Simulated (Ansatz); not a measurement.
Cl2FH2Si2 can be A, `F[SiH](Cl)[SiH]Cl`•, or B, `F[Si]([SiH2])(Cl)Cl`•.

Gas-phase electronic energies from Ansatz, PBE0-D4/def2-TZVP geometries. CCSD(T)/CBS is the MP2 limit (def2-TZVPP, def2-QZVPP) plus CCSD(T) − MP2 in def2-TZVPP, frozen cores. DFT in def2-TZVPP. B3LYP here is the variant with VWN-RPA as its local correlation; programs differ in this. Open shells (•) are unrestricted, without spin–orbit coupling. Each species was taken in one conformer, which may not be the lowest.

Task: Which is lower in electronic energy at CCSD(T)/CBS, and by how much? (Estimate.)

Result: The calculation gave: B, by 14.7 kJ/mol.

Task: Give E(B) − E(A) in kJ/mol with BLYP-D4, HF/def2-TZVPP, CCSD(T)/def2-SVP, MP2/def2-TZVPP, B3LYP-D4, r2SCAN-D4, B3LYP. (Best estimate.)

Result: The calculation gave: BLYP-D4 -9.6, HF/def2-TZVPP -9.9, CCSD(T)/def2-SVP -20.7, MP2/def2-TZVPP -17.9, B3LYP-D4 -11.0, r2SCAN-D4 -15.4, B3LYP -7.4. None reverses the order clearly.

Task: Does the order hold for the free energy at 298.15 K (harmonic terms from PBE0-D4)? (Best estimate.)

Result: Ansatz gave: Yes: G(B) − G(A) = -15.3 kJ/mol, for one conformer each. Modes under 60 cm⁻¹, often nearly free rotors, make the harmonic entropy too high.

Largest T1 diagnostic: 0.013.

At CCSD(T), def2-SVP lies −6.1 kJ/mol from the extrapolated value and def2-TZVPP −1.3 kJ/mol. In def2-TZVPP, CCSD(T) changes the Hartree–Fock value by −6.1 kJ/mol (the triples alone add −0.8 kJ/mol) and MP2 by −8.1 kJ/mol.
